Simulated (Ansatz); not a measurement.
Born–Oppenheimer molecular dynamics of CH5AlSSi (9 atoms, charge 0, multiplicity 1). It starts from a relaxed structure.

Method: UKS r2SCANh/6-31G in Ansatz 0.2.0.

```
ensemble                      : NVE (velocity Verlet)
time step                     : 0.5 fs
steps asked                   : 283
starting velocities drawn for : 1500 K
seed                          : 822518
```

First frame:

```xyz
9
Properties=species:S:1:pos:R:3
C -0.478 1.257 -1.641
Si 0.881 0.568 -0.784
Al 0.566 -0.863 1.128
S -1.601 -1.230 1.661
H -1.503 1.063 -1.341
H -0.359 1.903 -2.506
H 2.247 0.912 -1.301
H 1.685 -1.559 2.034
H -1.439 -2.050 2.752
```

Q: How far do the bonds stretch over the last three quarters of this one trajectory? (Pairs bonded in most of those frames.)

A: 
| bond | mean (Å) | spread (Å) | shortest | longest |
| --- | --- | --- | --- | --- |
| C1–Si2 | 1.760 | 0.013 | 1.73 | 1.79 |
| C1–H5 | 1.095 | 0.037 | 1.03 | 1.16 |
| C1–H6 | 1.093 | 0.039 | 1.02 | 1.17 |
| Si2–Al3 | 2.472 | 0.137 | 2.23 | 2.63 |
| Si2–H7 | 1.517 | 0.049 | 1.44 | 1.60 |
| Al3–S4 | 2.272 | 0.078 | 2.15 | 2.40 |
| Al3–H8 | 1.600 | 0.020 | 1.56 | 1.63 |
| S4–H9 | 1.383 | 0.013 | 1.36 | 1.41 |

Mean temperature of the second half: 751 K. The conserved energy stayed within 0.33 meV per atom of its start (net change 0.13 meV per atom), so the integration is sound. The temperature averaged 0.50 of the 1500 K drawn at the start: a run that starts near a minimum puts about half its kinetic energy into the potential. A run of 0.14 ps of so small a system gives no equilibrium averages. Limits of this set-up: no polarisation functions.

The run took 56 min on 2 threads of Arm Neoverse N1, on a shared host, peak memory 0.27 GiB.
